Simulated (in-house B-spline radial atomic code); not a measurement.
Settings and results of a run for Rb¹²⁺ (with a hole in an inner shell). Method: Dirac-Hartree-Fock, average of configuration, Fermi nucleus of rms radius 4.2036 fm. Calculated with a radial B-spline atomic code at the basis-set limit.

Command:
```bash
python run_scf.py task.json out
```
Settings (nuclear radius in fm, mass in u):
```
Z                37
configuration    1s1 2s2 2p6 3s2 3p6 3d8
hamiltonian      dirac
method           hf
spin_polarised   False
nucleus          fermi
rms_radius       4.2036
atomic_mass      84.91179
speed_of_light   137.035999084
```

Output (hartree, bohr):
```
 radial grid: 62 intervals, B-splines of order 8, outer radius 5.4331 bohr

 iter        energy (Eh)    residual
    1       -2318.189977    1.95e+00
    2       -2358.463924    7.77e-01
    3       -2363.513578    2.66e-01
    4       -2364.144865    9.29e-02
    5       -2364.216154    2.88e-02
    6       -2364.225692    7.46e-04
    7       -2364.225695    2.58e-05
    8       -2364.225695    2.19e-06
    9       -2364.225695    9.97e-08

 total energy                     -2364.22570
 kinetic                            2427.8046
 electron-nucleus                  -5587.7461
 electron-electron                   795.7158

 first-order corrections (not in the total)
   Gaunt                             0.7650
   retardation                      -0.1016
   frequency dependence             -0.0048
   self-energy                       0.6744
   Uehling                          -0.0695
   Wichmann-Kroll                    0.0008
   recoil                            0.0117

 orbital      occ     eigenvalue          <r>       <r^2>       <1/r>     <1/r^3>       <r^4>       r_max    small
 1s1/2      1.000      -591.8875    0.0400819  0.00217116      38.097           - 1.28809e-05     0.02613  1.83e-02
 2s1/2      2.000       -91.9413     0.173525   0.0355841     8.78603           -  0.00218994      0.1471  3.85e-03
 2p1/2      2.000       -85.4786     0.147918    0.026821     8.70532           -  0.00144643      0.1143  3.80e-03
 2p3/2      4.000       -83.0040     0.151943   0.0281761     8.37988     1678.78  0.00158054      0.1177  3.70e-03
 3s1/2      2.000       -23.1682     0.481851    0.265305     3.00506           -    0.107454      0.4339  1.02e-03
 3p1/2      2.000       -20.4921     0.474916    0.261607      2.9098           -      0.1096      0.4194  9.70e-04
 3p3/2      4.000       -20.0708     0.483401    0.270785     2.83599      279.12    0.117108      0.4273  9.47e-04
 3d3/2      3.200       -15.3172     0.458764    0.250669     2.66776     40.8149    0.116328      0.3628  8.55e-04
 3d5/2      4.800       -15.2392     0.461594    0.253603     2.64811     39.3548    0.118849      0.3652  8.48e-04
```

Time taken, with all properties: 0.49 s on 1 thread of Intel(R) Xeon(R) Platinum 8488C (shared host).

For the Dirac Hamiltonian the kinetic term is c α·p + (β - 1)c².
